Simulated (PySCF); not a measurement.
PySCF input file for SiFCl₂Br, SMILES F[Si](Br)(Cl)Cl, ωB97X-D3(BJ)/def2-SVP. 

```python
import numpy as np
from pyscf import gto, scf, dft
from pyscf.geomopt import geometric_solver

mol = gto.M(
    atom='''
    F    -0.56354338    1.82374970   -0.00000001
    Si   -0.49137636    0.22495283   -0.00000000
    Cl   -1.35157619   -0.42232197   -1.67573508
    Cl   -1.35157619   -0.42232196    1.67573508
    Br    1.65442142   -0.14868972    0.00000000
    ''',
    basis='def2-SVP',
    charge=0,
    spin=0,
    max_memory=1600,
    verbose=3,
)
mf = dft.RKS(mol, xc='wb97x-d3bj').density_fit(auxbasis='def2-universal-jkfit')
mf.grids.level = 3
mf.conv_tol = 1e-9
mf.max_cycle = 100
mf.kernel()
grad = mf.nuc_grad_method()
grad.grid_response = mol.nao <= 150
conv, mol_eq = geometric_solver.kernel(grad, convergence_set='GAU_TIGHT', maxsteps=100)
print(mol_eq.tostring(format='xyz'))
mf.reset(mol_eq)
mf.kernel()
```

Output:

```
converged SCF energy = -3883.28328191006
[banner and settings of the optimiser left out]
Geometry optimization cycle 1
Cartesian coordinates (Angstrom)
 Atom        New coordinates             dX        dY        dZ
   F  -0.563543   1.823750  -0.000000    0.000000  0.000000  0.000000
  Si  -0.491376   0.224953   0.000000    0.000000  0.000000  0.000000
  Cl  -1.351576  -0.422322  -1.675735    0.000000  0.000000  0.000000
  Cl  -1.351576  -0.422322   1.675735    0.000000  0.000000  0.000000
  Br   1.654421  -0.148690   0.000000    0.000000  0.000000  0.000000

WARN: Mole.unit (angstrom) is changed to Bohr

converged SCF energy = -3883.28328191006
--------------- DFRKS_Scanner gradients ---------------
         x                y                z
0 F     0.0065334255    -0.0080727759    -0.0000000018
1 Si    -0.0204280082    -0.0138727456     0.0000000019
2 Cl     0.0076414512     0.0077486083     0.0097245982
3 Cl     0.0076414323     0.0077486058    -0.0097245876
4 Br    -0.0013883377     0.0064482752    -0.0000000001
----------------------------------------------
cycle 1: E = -3883.28328191  dE = -3883.28  norm(grad) = 0.0344546
Step    0 : Gradient = 1.541e-02/2.469e-02 (rms/max) Energy = -3883.2832819101
Hessian Eigenvalues: 5.00000e-02 5.00000e-02 5.00000e-02 ... 3.55552e-01 3.55552e-01 5.11356e-01

Geometry optimization cycle 2
Cartesian coordinates (Angstrom)
 Atom        New coordinates             dX        dY        dZ
   F  -0.604257   1.874087  -0.000000   -0.040714  0.050338 -0.000000
  Si  -0.465052   0.271045  -0.000000    0.026324  0.046092 -0.000000
  Cl  -1.351374  -0.445510  -1.658739    0.000203 -0.023188  0.016996
  Cl  -1.351373  -0.445510   1.658739    0.000203 -0.023188 -0.016996
  Br   1.668408  -0.198741  -0.000000    0.013986 -0.050052 -0.000000
converged SCF energy = -3883.28579446638
--------------- DFRKS_Scanner gradients ---------------
         x                y                z
0 F     0.0010921528     0.0016736276     0.0000000051
1 Si    -0.0090794879    -0.0062879745     0.0000000045
2 Cl     0.0025913834     0.0021307863     0.0039045501
3 Cl     0.0025914027     0.0021307871    -0.0039045501
4 Br     0.0028045372     0.0003527565     0.0000000042
----------------------------------------------
cycle 2: E = -3883.28579447  dE = -0.00251256  norm(grad) = 0.0136734
Step    1 : Displace = 4.767e-02/6.479e-02 (rms/max) Trust = 1.000e-01 (=) Grad = 6.115e-03/1.104e-02 (rms/max) E (change) = -3883.2857944664 (-2.513e-03) Quality = 1.170
Hessian Eigenvalues: 4.99999e-02 5.00000e-02 5.00000e-02 ... 3.27865e-01 3.55552e-01 5.24422e-01

Geometry optimization cycle 3
Cartesian coordinates (Angstrom)
 Atom        New coordinates             dX        dY        dZ
   F  -0.611721   1.880821  -0.000000   -0.007463  0.006734 -0.000000
  Si  -0.454441   0.281125  -0.000000    0.010612  0.010080 -0.000000
  Cl  -1.351888  -0.449686  -1.658939   -0.000515 -0.004175 -0.000200
  Cl  -1.351889  -0.449686   1.658938   -0.000515 -0.004175  0.000199
  Br   1.666291  -0.207203  -0.000000   -0.002117 -0.008462 -0.000000
converged SCF energy = -3883.28599807428
--------------- DFRKS_Scanner gradients ---------------
         x                y                z
0 F     0.0001187119     0.0010267493    -0.0000000032
1 Si    -0.0016127296    -0.0014111973     0.0000000012
2 Cl     0.0005188611     0.0002357548     0.0008625031
3 Cl     0.0005188506     0.0002357539    -0.0008624846
4 Br     0.0004563446    -0.0000870681    -0.0000000001
----------------------------------------------
cycle 3: E = -3883.28599807  dE = -0.000203608  norm(grad) = 0.00283088
Step    2 : Displace = 9.237e-03/1.463e-02 (rms/max) Trust = 1.414e-01 (+) Grad = 1.266e-03/2.143e-03 (rms/max) E (change) = -3883.2859980743 (-2.036e-04) Quality = 1.148
Hessian Eigenvalues: 4.99983e-02 5.00000e-02 5.00000e-02 ... 3.07764e-01 3.55552e-01 5.20378e-01

Geometry optimization cycle 4
Cartesian coordinates (Angstrom)
 Atom        New coordinates             dX        dY        dZ
   F  -0.612971   1.879619  -0.000000   -0.001250 -0.001202 -0.000000
  Si  -0.452262   0.281466  -0.000001    0.002179  0.000340 -0.000000
  Cl  -1.352505  -0.448992  -1.660431   -0.000616  0.000693 -0.001492
  Cl  -1.352505  -0.448992   1.660430   -0.000616  0.000693  0.001492
  Br   1.666592  -0.207728  -0.000000    0.000301 -0.000525 -0.000000
converged SCF energy = -3883.28600633515
--------------- DFRKS_Scanner gradients ---------------
         x                y                z
0 F    -0.0000133456     0.0001758461     0.0000000076
1 Si    -0.0000776616    -0.0001148324     0.0000000021
2 Cl     0.0000252350    -0.0000167570     0.0000795096
3 Cl     0.0000252512    -0.0000167408    -0.0000795450
4 Br     0.0000404319    -0.0000275336     0.0000000028
----------------------------------------------
cycle 4: E = -3883.28600634  dE = -8.26087e-06  norm(grad) = 0.00025922
[...]
   F  -0.509865   1.886234  -0.000016    0.039455  0.001768  0.000013
  Si  -0.448500   0.281844  -0.000035    0.001315  0.000068  0.000006
  Cl  -1.392069  -0.391727  -1.660199   -0.014830  0.021826  0.000384
  Cl  -1.392099  -0.391770   1.660094   -0.014815  0.021811 -0.000370
  Br   1.638418  -0.329060  -0.000022   -0.011436 -0.045458 -0.000006
converged SCF energy = -3883.28600957543
--------------- DFRKS_Scanner gradients ---------------
         x                y                z
0 F     0.0002027753    -0.0003688031    -0.0000000183
1 Si    -0.0002442759     0.0000221802    -0.0000000455
2 Cl    -0.0000032260     0.0000649167     0.0001353440
3 Cl    -0.0000031779     0.0000648825    -0.0001353386
4 Br     0.0000478801     0.0002168610     0.0000000513
----------------------------------------------
cycle 18: E = -3883.28600958  dE = -8.81183e-07  norm(grad) = 0.000575931
Step   17 : Displace = 1.180e-03/1.638e-03 (rms/max) Trust = 3.000e-01 (=) Grad = 2.576e-04/4.209e-04 (rms/max) E (change) = -3883.2860095754 (-8.812e-07) Quality = 1.380
Hessian Eigenvalues: 1.44708e-04 5.00000e-02 5.00000e-02 ... 3.18617e-01 4.24319e-01 1.02916e+00

Geometry optimization cycle 19
Cartesian coordinates (Angstrom)
 Atom        New coordinates             dX        dY        dZ
   F  -0.479210   1.887360  -0.000004    0.030655  0.001127  0.000012
  Si  -0.447372   0.282168  -0.000029    0.001128  0.000324  0.000006
  Cl  -1.403075  -0.374059  -1.660115   -0.011006  0.017668  0.000084
  Cl  -1.403094  -0.374113   1.660025   -0.010994  0.017656 -0.000069
  Br   1.628359  -0.365823  -0.000026   -0.010059 -0.036764 -0.000004
converged SCF energy = -3883.2860105236
--------------- DFRKS_Scanner gradients ---------------
         x                y                z
0 F     0.0002310777    -0.0004206062    -0.0000000448
1 Si    -0.0002988086     0.0000237234    -0.0000000636
2 Cl     0.0000023795     0.0000783639     0.0001577423
3 Cl     0.0000023932     0.0000782821    -0.0001577037
4 Br     0.0000630034     0.0002401721     0.0000000451
----------------------------------------------
cycle 19: E = -3883.28601052  dE = -9.48171e-07  norm(grad) = 0.000666214
Step   18 : Displace = 3.153e-04/4.502e-04 (rms/max) Trust = 3.000e-01 (=) Grad = 2.979e-04/4.799e-04 (rms/max) E (change) = -3883.2860105236 (-9.482e-07) Quality = 1.523
Hessian Eigenvalues: 1.76930e-04 5.00000e-02 5.00000e-02 ... 3.18617e-01 3.45444e-01 5.89628e-01

Geometry optimization cycle 20
Cartesian coordinates (Angstrom)
 Atom        New coordinates             dX        dY        dZ
   F  -0.439271   1.888862   0.000014    0.039939  0.001502  0.000018
  Si  -0.445611   0.283195  -0.000017    0.001761  0.001027  0.000012
  Cl  -1.416522  -0.349683  -1.660475   -0.013447  0.024376 -0.000360
  Cl  -1.416525  -0.349751   1.660414   -0.013431  0.024362  0.000389
  Br   1.613090  -0.417068  -0.000029   -0.015269 -0.051244 -0.000003
converged SCF energy = -3883.28601290965
--------------- DFRKS_Scanner gradients ---------------
         x                y                z
0 F     0.0001522235    -0.0002767648    -0.0000000697
1 Si    -0.0002343501     0.0000044888    -0.0000000724
2 Cl     0.0000130109     0.0000600658     0.0001121196
3 Cl     0.0000129552     0.0000599509    -0.0001120194
4 Br     0.0000561338     0.0001522967     0.0000000082
----------------------------------------------
cycle 20: E = -3883.28601291  dE = -2.38605e-06  norm(grad) = 0.000462293
Step   19 : Displace = 9.510e-04/1.271e-03 (rms/max) Trust = 3.000e-01 (=) Grad = 2.067e-04/3.159e-04 (rms/max) E (change) = -3883.2860129097 (-2.386e-06) Quality = 1.426
Hessian Eigenvalues: 2.11924e-04 5.00000e-02 5.00000e-02 ... 3.11198e-01 3.18617e-01 5.17056e-01

Geometry optimization cycle 21
Cartesian coordinates (Angstrom)
 Atom        New coordinates             dX        dY        dZ
   F  -0.428839   1.890056   0.000023    0.010432  0.001194  0.000009
  Si  -0.444788   0.284158  -0.000010    0.000823  0.000963  0.000007
  Cl  -1.419521  -0.342224  -1.661018   -0.002999  0.007460 -0.000543
  Cl  -1.419519  -0.342294   1.660972   -0.002994  0.007458  0.000558
  Br   1.607631  -0.434142  -0.000027   -0.005460 -0.017075  0.000002
converged SCF energy = -3883.28601406737
--------------- DFRKS_Scanner gradients ---------------
         x                y                z
0 F     0.0000080064    -0.0000109259    -0.0000000256
1 Si    -0.0000377220    -0.0000146151    -0.0000000333
2 Cl     0.0000090106     0.0000098346     0.0000152963
3 Cl     0.0000089582     0.0000097706    -0.0000152347
4 Br     0.0000117817     0.0000059355    -0.0000000148
----------------------------------------------
cycle 21: E = -3883.28601407  dE = -1.15772e-06  norm(grad) = 5.30449e-05
Step   20 : Displace = 1.657e-03/2.273e-03 (rms/max) Trust = 3.000e-01 (=) Grad = 2.372e-05/4.045e-05 (rms/max) E (change) = -3883.2860140674 (-1.158e-06) Quality = 1.062
Hessian Eigenvalues: 2.12933e-04 5.00000e-02 5.00000e-02 ... 3.10372e-01 3.18617e-01 5.16761e-01

Geometry optimization cycle 22
Cartesian coordinates (Angstrom)
 Atom        New coordinates             dX        dY        dZ
   F  -0.429055   1.890141   0.000023   -0.000215  0.000085  0.000000
  Si  -0.444750   0.284227  -0.000010    0.000037  0.000068  0.000000
  Cl  -1.419434  -0.342325  -1.661034    0.000087 -0.000102 -0.000016
  Cl  -1.419432  -0.342395   1.660989    0.000087 -0.000101  0.000016
  Br   1.607630  -0.434093  -0.000026   -0.000000  0.000049  0.000001
converged SCF energy = -3883.28601407326
--------------- DFRKS_Scanner gradients ---------------
         x                y                z
0 F     0.0000004411     0.0000019615     0.0000000020
1 Si    -0.0000067946    -0.0000033968    -0.0000000129
2 Cl     0.0000026126     0.0000008617     0.0000028865
3 Cl     0.0000026056     0.0000008383    -0.0000028490
4 Br     0.0000011129    -0.0000002576    -0.0000000038
----------------------------------------------
cycle 22: E = -3883.28601407  dE = -5.89625e-09  norm(grad) = 9.72423e-06
Step   21 : Displace = 9.056e-05/1.221e-04 (rms/max) Trust = 3.000e-01 (=) Grad = 4.349e-06/7.596e-06 (rms/max) E (change) = -3883.2860140733 (-5.896e-09) Quality = 1.100
Hessian Eigenvalues: 2.20210e-04 4.99998e-02 5.00000e-02 ... 3.01354e-01 3.18617e-01 5.22134e-01

Geometry optimization cycle 23
Cartesian coordinates (Angstrom)
 Atom        New coordinates             dX        dY        dZ
   F  -0.427383   1.890170   0.000024    0.001671  0.000029  0.000000
  Si  -0.444661   0.284270  -0.000010    0.000090  0.000043  0.000000
  Cl  -1.419990  -0.341321  -1.661039   -0.000556  0.001005 -0.000005
  Cl  -1.419988  -0.341390   1.660994   -0.000556  0.001005  0.000006
  Br   1.606964  -0.436174  -0.000026   -0.000666 -0.002081  0.000000
converged SCF energy = -3883.286014073
--------------- DFRKS_Scanner gradients ---------------
         x                y                z
0 F    -0.0000011376     0.0000072504     0.0000000154
1 Si     0.0000051705    -0.0000034451     0.0000000061
2 Cl    -0.0000005764    -0.0000011542    -0.0000016168
3 Cl    -0.0000005612    -0.0000011535     0.0000015655
4 Br    -0.0000029300    -0.0000015057     0.0000000015
----------------------------------------------
cycle 23: E = -3883.28601407  dE = 2.63299e-10  norm(grad) = 1.05684e-05
Step   22 : Displace = 2.435e-05/3.360e-05 (rms/max) Trust = 3.000e-01 (=) Grad = 4.726e-06/7.339e-06 (rms/max) E (change) = -3883.2860140730 (+2.633e-10) Quality = -0.200
Hessian Eigenvalues: 2.20210e-04 4.99998e-02 5.00000e-02 ... 3.01354e-01 3.18617e-01 5.22134e-01
Converged! =D

5
XYZ from PySCF
F          -0.42738343        1.89016991        0.00002354
Si         -0.44466055        0.28426970       -0.00001001
Cl         -1.41999017       -0.34132063       -1.66103907
Cl         -1.41998769       -0.34139009        1.66099428
Br          1.60696420       -0.43617440       -0.00002634
converged SCF energy = -3883.28601407309
```

Self-consistency was reached.
